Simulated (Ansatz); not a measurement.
Input for Ansatz (an electronic-structure program): U-CCSD(T)/def2-TZVPPD on H2MgSe (SMILES [MgH][SeH]), a point of a bond scan (R = 5.405 Å). Files ending in .json are basis or fitting sets from the Basis Set Exchange. The run froze 19 orbitals, filled d shells among them.

Ansatz 0.2 input:
```yaml
crystal:
  periodic: [false, false, false]
  atoms:
    - {symbol: Mg, position_ang: [-0.90984848, -0.79864408, -1.24961770]}
    - {symbol: H, position_ang: [-3.73417190, -3.29109467, -5.12585780]}
    - {symbol: Se, position_ang: [0.35584908, 0.35573886, 0.47966970]}
    - {symbol: H, position_ang: [0.61176270, -0.93385745, 1.14758534]}
basis:
  gaussian:
    orbitals: def2-TZVPPD.json
correlation: {method: ccsd_t, electrons: outside_noble_gas}
scf: {omitted_lower_state_checks: [cluster_reference]}
magnetization: {spin_polarized: true, initial_magnetization: 0}
```

The log:

```
WARN ansatz: RAYON_NUM_THREADS=1 ignored (pool sized by the plan → 1); use --threads N
Functional definition: HF
these checks for a lower state are left out or cut short: cluster_reference
integrals: 0.34 GiB planned
837 factors; integrals over basis functions are off by at most 9.1e-4 eV
mean field: 0.45 GiB planned
mean field evaluation 1: about -70758.9988 eV, gradient 1.1e1 eV
mean field evaluation 2: about -70759.0007 eV, gradient 1.1e1 eV
mean field evaluation 4: about -70759.9367 eV, gradient 7.5e0 eV
mean field evaluation 8: about -70761.6362 eV, gradient 4.0e-1 eV
mean field evaluation 16: about -70761.6386 eV, gradient 1.0e-3 eV
mean field evaluation 32: about -70765.1078 eV, gradient 2.9e-4 eV
mean field evaluation 64: about -70761.5912 eV, gradient 1.4e0 eV
mean field -70765.10775337 eV, -2600.5697436236 hartree, gradient 4.5e-6 eV, S^2 1.002367; 5 other end points of the search recorded, 0 dependent functions left out
19 core orbitals not correlated
reference -70765.10775337 eV, -2600.5697436236 hartree; 5, 5 occupied and 102, 102 virtual orbitals, 837 factors
second order -4.76640043 eV of doubles, -0.00000000 eV of singles
coupled cluster: 0.64 GiB planned
cycle   1  -5.14628647 eV  change   -3.8e-1 eV  update   5.3e-2
cycle   2  -5.29258251 eV  change   -1.5e-1 eV  update   2.0e-2
cycle   3  -5.31022708 eV  change   -1.8e-2 eV  update   9.1e-3
cycle   4  -5.30806241 eV  change    2.2e-3 eV  update   4.2e-3
cycle   5  -5.30762879 eV  change    4.3e-4 eV  update   1.7e-3
cycle   6  -5.30783355 eV  change   -2.0e-4 eV  update   6.5e-4
cycle   7  -5.30803230 eV  change   -2.0e-4 eV  update   2.6e-4
cycle   8  -5.30807003 eV  change   -3.8e-5 eV  update   1.4e-4
cycle   9  -5.30805603 eV  change    1.4e-5 eV  update   1.1e-4
cycle  10  -5.30805869 eV  change   -2.7e-6 eV  update   1.1e-4
cycle  11  -5.30806867 eV  change   -1.0e-5 eV  update   1.0e-4
cycle  12  -5.30807523 eV  change   -6.6e-6 eV  update   9.4e-5
cycle  13  -5.30808354 eV  change   -8.3e-6 eV  update   8.3e-5
cycle  14  -5.30807340 eV  change    1.0e-5 eV  update   6.8e-5
cycle  15  -5.30806853 eV  change    4.9e-6 eV  update   4.9e-5
cycle  16  -5.30807849 eV  change   -1.0e-5 eV  update   2.7e-5
cycle  17  -5.30808167 eV  change   -3.2e-6 eV  update   1.2e-5
coupled cluster: 0.65 GiB planned
perturbative correction -0.23102918 eV, -0.0084901658 hartree
Total energy: -70770.64686422 eV, -2600.7733021927 hartree
Checks for a lower state left out: cluster_reference
```

Self-consistency was reached. Its determinant has ⟨S²⟩ = 1.00, a mixture of spin states.

Cost: roughly 24 core-seconds.
